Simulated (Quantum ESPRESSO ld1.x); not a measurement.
ld1.x (Quantum ESPRESSO 7.5) input

```
 &input
    zed=80.0,
    iswitch=1,
    rel=2,
    dft='PBE',
    config='[Kr] 4d10 4f2',
    rel_dist='average',
    verbosity='high',
    lsmall=.true.,
    prefix='ld1',
    max_out_wfc=37,
    file_charge='ld1.rho',
 /
```

Standard output:

```
     Program LD1 v.7.5 starts

     --------------------------- All-electron run ----------------------------

     dirac relativistic calculation

     atomic number is 80.00
     dft =PBE   lsd =0 sic =0 latt =0  beta=0.20 tr2=1.0E-14
     Exchange-correlation= PBE
                           (   1   4   3   4   0   0   0)
     mesh =2125 r(mesh) = 100.48147 a.u. xmin = -8.00 dx = 0.00800
     1 Ry =  13.60569312 eV, c = 137.03599908

     n l j   nl                  e(Ry)          e(Ha)          e(eV)
     Spin orbit split results
     1 0 0.5 1S 1( 2.00)   -6191.391862787   -3095.695931394 -84238.1776893
     2 0 0.5 2S 1( 2.00)   -1168.723043440    -584.361521720 -15901.2870748
     2 1 0.5 2P 1( 2.00)   -1124.561145943    -562.280572971 -15300.4338497
     2 1 1.5 2P 1( 4.00)    -981.459582774    -490.729791387 -13353.4378958
     3 0 0.5 3S 1( 2.00)    -344.180597427    -172.090298713  -4682.8155875
     3 1 0.5 3P 1( 2.00)    -324.489034479    -162.244517239  -4414.8982249
     3 1 1.5 3P 1( 4.00)    -292.508443767    -146.254221883  -3979.7801218
     4 0 0.5 4S 1( 2.00)    -136.682404444     -68.341202222  -1859.6588502
     4 1 0.5 4P 1( 2.00)    -128.153295861     -64.076647931  -1743.6144162
     4 1 1.5 4P 1( 4.00)    -119.123051111     -59.561525556  -1620.7516773
     3 2 1.5 3D 1( 4.00)    -260.152236008    -130.076118004  -3539.5514884
     3 2 2.5 3D 1( 6.00)    -253.310416502    -126.655208251  -3446.4637918
     4 2 1.5 4D 1( 4.00)    -105.294238389     -52.647119194  -1432.6010951
     4 2 2.5 4D 1( 6.00)    -103.456524236     -51.728262118  -1407.5977203
     4 3 2.5 4F 1( 0.86)     -86.396254758     -43.198127379  -1175.4809292
     4 3 3.5 4F 1( 1.14)     -85.901614544     -42.950807272  -1168.7510063
     Averaged results
     1 0     1S 1( 2.00)   -6191.391862787   -3095.695931394 -84238.1776893
     2 0     2S 1( 2.00)   -1168.723043440    -584.361521720 -15901.2870748
     2 1     2P 1( 6.00)   -1029.160103830    -514.580051915 -14002.4365471
     3 0     3S 1( 2.00)    -344.180597427    -172.090298713  -4682.8155875
     3 1     3P 1( 6.00)    -303.168640671    -151.584320335  -4124.8194895
     4 0     4S 1( 2.00)    -136.682404444     -68.341202222  -1859.6588502
     4 1     4P 1( 6.00)    -122.133132694     -61.066566347  -1661.7059236
     3 2     3D 1(10.00)    -256.047144304    -128.023572152  -3483.6988704
     4 2     4D 1(10.00)    -104.191609897     -52.095804949  -1417.5990702
     4 3     4F 1( 2.00)     -86.113603207     -43.056801604  -1171.6352590

     final scf error:  9.5E-15 reached in  29 iterations

     Etot =  -38267.844468 Ry,  -19133.922234 Ha, -520660.548304 eV

     Ekin =   44333.835878 Ry,   22166.917939 Ha,  603192.565921 eV
     Encl =  -92234.824501 Ry,  -46117.412251 Ha,-1254918.717415 eV
     Eh   =   10284.058002 Ry,    5142.029001 Ha,  139921.737228 eV
     Exc  =    -650.913846 Ry,    -325.456923 Ha,   -8856.134038 eV

     normalization and overlap integrals

     s(1S/1S) =  1.000000  <r> =   0.0166  <r2> =    0.0004  r(max) =   0.0102
     LC norm =  0.90734070 + SC norm =  0.09265930 =  1.00000000
     s(1S/2S) = -0.000000
     s(1S/3S) = -0.000000
     s(1S/4S) =  0.000000
     s(2S/2S) =  1.000000  <r> =   0.0692  <r2> =    0.0057  r(max) =   0.0590
     LC norm =  0.97873890 + SC norm =  0.02126110 =  1.00000000
     s(2S/3S) =  0.000000
     s(2S/4S) =  0.000000
     s(2P/2P) =  1.000000  <r> =   0.0569  <r2> =    0.0041  r(max) =   0.0442
     LC norm =  0.97865494 + SC norm =  0.02134506 =  1.00000000
     s(2P/3P) =  0.000000
     s(2P/4P) =  0.000000
     s(2P/2P) =  1.000000  <r> =   0.0656  <r2> =    0.0052  r(max) =   0.0511
     LC norm =  0.98109968 + SC norm =  0.01890032 =  1.00000000
     s(2P/3P) =  0.000000
     s(2P/4P) =  0.000000
     s(3S/3S) =  1.000000  <r> =   0.1794  <r2> =    0.0369  r(max) =   0.1670
     LC norm =  0.99282616 + SC norm =  0.00717384 =  1.00000000
     s(3S/4S) =  0.000000
     s(3P/3P) =  1.000000  <r> =   0.1698  <r2> =    0.0336  r(max) =   0.1554
     LC norm =  0.99288984 + SC norm =  0.00711016 =  1.00000000
     s(3P/4P) =  0.000000
     s(3P/3P) =  1.000000  <r> =   0.1853  <r2> =    0.0398  r(max) =   0.1710
     LC norm =  0.99357995 + SC norm =  0.00642005 =  1.00000000
     s(3P/4P) =  0.000000
     s(4S/4S) =  1.000000  <r> =   0.3785  <r2> =    0.1614  r(max) =   0.3657
     LC norm =  0.99723737 + SC norm =  0.00276263 =  1.00000000
     s(4P/4P) =  1.000000  <r> =   0.3769  <r2> =    0.1612  r(max) =   0.3628
     LC norm =  0.99731464 + SC norm =  0.00268536 =  1.00000000
     s(4P/4P) =  1.000000  <r> =   0.4034  <r2> =    0.1842  r(max) =   0.3898
     LC norm =  0.99754565 + SC norm =  0.00245435 =  1.00000000
     s(3D/3D) =  1.000000  <r> =   0.1613  <r2> =    0.0305  r(max) =   0.1335
     LC norm =  0.99371778 + SC norm =  0.00628222 =  1.00000000
     s(3D/4D) =  0.000000
     s(3D/3D) =  1.000000  <r> =   0.1660  <r2> =    0.0322  r(max) =   0.1367
     LC norm =  0.99390389 + SC norm =  0.00609611 =  1.00000000
     s(3D/4D) = -0.000000
     s(4D/4D) =  1.000000  <r> =   0.3968  <r2> =    0.1804  r(max) =   0.3746
     LC norm =  0.99769960 + SC norm =  0.00230040 =  1.00000000
     s(4D/4D) =  1.000000  <r> =   0.4044  <r2> =    0.1872  r(max) =   0.3836
     LC norm =  0.99775813 + SC norm =  0.00224187 =  1.00000000
     s(4F/4F) =  1.000000  <r> =   0.3803  <r2> =    0.1653  r(max) =   0.3217
     LC norm =  0.99802388 + SC norm =  0.00197612 =  1.00000000
     s(4F/4F) =  1.000000  <r> =   0.3836  <r2> =    0.1680  r(max) =   0.3243
     LC norm =  0.99804605 + SC norm =  0.00195395 =  1.00000000

     LC charge = 47.49062097 + SC charge =  0.50937903 = 48.00000000

     ------------------------ End of All-electron run ------------------------
```

Run on one thread of a shared host, so times are rough (Intel(R) Xeon(R) Processor @ 2.60GHz): 0.62 s of CPU time, 1.1 s wall, 29 iterations on 2125 mesh points.
